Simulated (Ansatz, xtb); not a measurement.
Two isomers of C5H7OP

Structure a is `CC1=CP=C(C)O1`, a singlet and structure b is `CPc1ccco1`, a singlet. Both are isolated molecules in the gas phase, relaxed with PBE-D3(BJ)/def2-SVP, each in the lowest conformer that the search found.

a (Å):

```xyz
14

C    -0.1804    0.0505    2.1342
C    -0.1413   -0.1549    0.6576
C    -1.0985   -0.5851   -0.2255
C     1.0401   -0.0708   -1.2833
C     2.3245    0.2294   -1.9782
O     1.0582    0.1337    0.0647
P    -0.4763   -0.6380   -1.9061
H     0.0438    1.1045    2.4015
H    -1.1820   -0.2032    2.5264
H     0.5692   -0.5853    2.6506
H    -2.1153   -0.8580    0.0854
H     3.1527   -0.3998   -1.5869
H     2.2267    0.0389   -3.0630
H     2.6229    1.2903   -1.8359
```

b (Å):

```xyz
14

C    -0.9232   -1.5874   -0.9985
C     0.9535    0.4283   -0.3302
C     1.9761    1.2248   -0.8117
C     3.1387    0.9336   -0.0251
C     2.7468   -0.0240    0.8817
O     1.4346   -0.3384    0.7108
P    -0.7795    0.2752   -0.8770
H    -1.9946   -1.8575   -1.0838
H    -0.4084   -1.9235   -1.9201
H    -0.4806   -2.1048   -0.1261
H    -1.3746    0.3940    0.4326
H     1.8917    1.9387   -1.6386
H     4.1369    1.3754   -0.1184
H     3.2679   -0.5593    1.6828
```

Quicker runs give these differences E(b) − E(a): GFN2-xTB +27.5 kJ/mol; HF/STO-3G +24.2 kJ/mol (at GFN2-xTB geometries); r2SCAN-D4/def2-SVP +51.1 kJ/mol (at GFN2-xTB geometries).

Q: Estimate E(b) − E(a) at the level CCSD(T)/def2-SVP + ΔMP2/def2-TZVPP.

A: Calculated at CCSD(T)/def2-SVP + ΔMP2/def2-TZVPP: E(b) − E(a) = +43.1 kJ/mol, so structure a lies lower.

Level by level:

```json
{"level": "GFN2-xTB", "geometry": "GFN2-xTB", "E(b) − E(a) (kJ/mol)": "+27.5", "departure from the last row (kJ/mol)": "−15.6", "job, with rough time for the two": "optimisation, 0.16 s"}
{"level": "HF/STO-3G", "geometry": "GFN2-xTB", "E(b) − E(a) (kJ/mol)": "+24.2", "departure from the last row (kJ/mol)": "−18.9", "job, with rough time for the two": "single point, 0.36 s"}
{"level": "r2SCAN-D4/def2-SVP", "geometry": "GFN2-xTB", "E(b) − E(a) (kJ/mol)": "+51.1", "departure from the last row (kJ/mol)": "+8.0", "job, with rough time for the two": "single point, 3.8 s"}
{"level": "PBE-D3(BJ)/def2-SVP", "geometry": "PBE-D3(BJ)/def2-SVP", "E(b) − E(a) (kJ/mol)": "+46.8", "departure from the last row (kJ/mol)": "+3.7", "job, with rough time for the two": "optimisation, 46 s"}
{"level": "HF/def2-SVP", "geometry": "PBE-D3(BJ)/def2-SVP", "E(b) − E(a) (kJ/mol)": "+29.6", "departure from the last row (kJ/mol)": "−13.5", "job, with rough time for the two": "part of the CCSD(T) run"}
{"level": "MP2/def2-SVP", "geometry": "PBE-D3(BJ)/def2-SVP", "E(b) − E(a) (kJ/mol)": "+54.5", "departure from the last row (kJ/mol)": "+11.5", "job, with rough time for the two": "part of the CCSD(T) run"}
{"level": "CCSD(T)/def2-SVP", "geometry": "PBE-D3(BJ)/def2-SVP", "E(b) − E(a) (kJ/mol)": "+51.2", "departure from the last row (kJ/mol)": "+8.1", "job, with rough time for the two": "single point"}
{"level": "CCSD(T)/def2-SVP + ΔMP2/def2-TZVPP", "geometry": "PBE-D3(BJ)/def2-SVP", "E(b) − E(a) (kJ/mol)": "+43.1", "departure from the last row (kJ/mol)": "", "job, with rough time for the two": "single point, 62 s"}
```

As drawn, b has 1 C–P, 3 C∷C, 2 C∷O, 1 P–H in place of 2 C–C, 1 C=C, 1 C=P, 2 C–O, 1 C–H (∷ is an aromatic bond). Structure a has a 5-membered ring, b a 5-membered ring (with an aromatic ring).

The levels shown agree on the order. The largest departure from CCSD(T)/def2-SVP + ΔMP2/def2-TZVPP is that of HF/STO-3G, 18.9 kJ/mol. The last row adds to CCSD(T) the change of the MP2 difference between the two basis sets, here −8.1 kJ/mol.

With thermal terms from frequencies at re-optimised GFN2-xTB minima (ideal gas, soft modes damped towards free rotors, one conformer each, 298.15 K, 1 atm): the zero-point term adds −7.2 kJ/mol; ΔH is +35.1 and ΔG +36.7 kJ/mol.

The correlated steps freeze 11 core orbitals. Codes used: Ansatz 0.2.0, xtb 6.7.1; the last row on 4 threads of Arm Neoverse V1 on a shared host.
